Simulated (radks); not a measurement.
Results of a calculation; reference values are marked as such.
Species: the cadmium ion Cd3+. Configuration: [Kr] 4d8 6p1 (not the ground configuration).

Code: a radial shooting solver on a logarithmic mesh with Libxc functionals. Model: Dirac Kohn-Sham, PBE, spin-unpolarised, spherical densities, point nucleus; open shells fill j = l - 1/2 first.

Energy parts (Ry):
total: -11184.60723
kinetic: 11729.36983
electron-nucleus: -26982.84341
Hartree: 4375.04284
exchange-correlation: -306.17650

Orbitals (lengths in bohr, moments of r in powers of bohr):
1s1/2: occ. 2; eigenvalue (Ry) -1951.995; <r> 0.03040; small-component weight 3.10e-02
2s1/2: occ. 2; eigenvalue (Ry) -292.7772; <r> 0.1313; small-component weight 6.51e-03
2p1/2: occ. 2; eigenvalue (Ry) -272.7979; <r> 0.1112; small-component weight 6.52e-03
2p3/2: occ. 4; eigenvalue (Ry) -258.6524; <r> 0.1164; small-component weight 6.25e-03
3s1/2: occ. 2; eigenvalue (Ry) -57.46701; <r> 0.3580; small-component weight 1.85e-03
3p1/2: occ. 2; eigenvalue (Ry) -49.46365; <r> 0.3493; small-component weight 1.79e-03
3p3/2: occ. 4; eigenvalue (Ry) -46.93610; <r> 0.3603; small-component weight 1.72e-03
3d3/2: occ. 4; eigenvalue (Ry) -32.78141; <r> 0.3325; small-component weight 1.60e-03
3d5/2: occ. 6; eigenvalue (Ry) -32.26765; <r> 0.3360; small-component weight 1.58e-03
4s1/2: occ. 2; eigenvalue (Ry) -11.24044; <r> 0.8715; small-component weight 4.86e-04
4p1/2: occ. 2; eigenvalue (Ry) -8.64770; <r> 0.9247; small-component weight 4.30e-04
4p3/2: occ. 4; eigenvalue (Ry) -8.20583; <r> 0.9529; small-component weight 4.09e-04
4d3/2: occ. 4; eigenvalue (Ry) -4.16143; <r> 1.148; small-component weight 2.83e-04
4d5/2: occ. 4; eigenvalue (Ry) -4.10063; <r> 1.160; small-component weight 2.78e-04
6p1/2: occ. 1; eigenvalue (Ry) -1.06017; <r> 4.947; small-component weight 2.77e-05
6p3/2: occ. 0; eigenvalue (Ry) -1.04148; <r> 5.014; small-component weight 2.75e-05

The highest occupied level is 6p1/2 at -14.424 eV. The density falls to 0.001 e/bohr^3 at r = 5.00 bohr. Summed over all electrons, <r^2> = 50.12 bohr^2, which gives a Langevin (diamagnetic) susceptibility term of -39.7 x 10^-6 cm^3/mol.
